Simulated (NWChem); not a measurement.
Species: C5H5N; SMILES N#CC1=CCC1

```xyz
11

N     -0.0038    -2.7283     0.0000
C     -0.0445    -1.5683     0.0000
C     -0.0599    -0.1485     0.0000
C     -1.0426     0.7756     0.0000
C     -0.0876     1.9381     0.0000
C      1.0533     0.8787     0.0000
H     -2.1325     0.7013     0.0000
H     -0.1265     2.5830     0.8933
H     -0.1265     2.5830    -0.8933
H      1.6925     0.8762     0.8964
H      1.6925     0.8762    -0.8964
```
Atoms are numbered in this order, from 1.

Computed with NWChem. All runs use the structure optimised with PBE0/def2-SVP. GIAO values for the isolated, static molecule; σ is the absolute isotropic shielding, δ = σ(reference) − σ with the isolated reference molecule computed at the same levels (13C: tetramethylsilane, 1H: tetramethylsilane, 15N: ammonia).

What does the run give for BHandHLYP/pcSseg-1? Quantities: δ N1 (ppm); δ C2 (ppm); δ C3 (ppm); δ C5 (ppm); δ C6 (ppm); δ H7 (ppm); δ H8 (ppm).


```json
{
  "δ N1 (ppm)": "328.8",
  "δ C2 (ppm)": "118.6",
  "δ C3 (ppm)": "129.1",
  "δ C5 (ppm)": "30.6",
  "δ C6 (ppm)": "33.9",
  "δ H7 (ppm)": "6.86",
  "δ H8 (ppm)": "2.54"
}
```
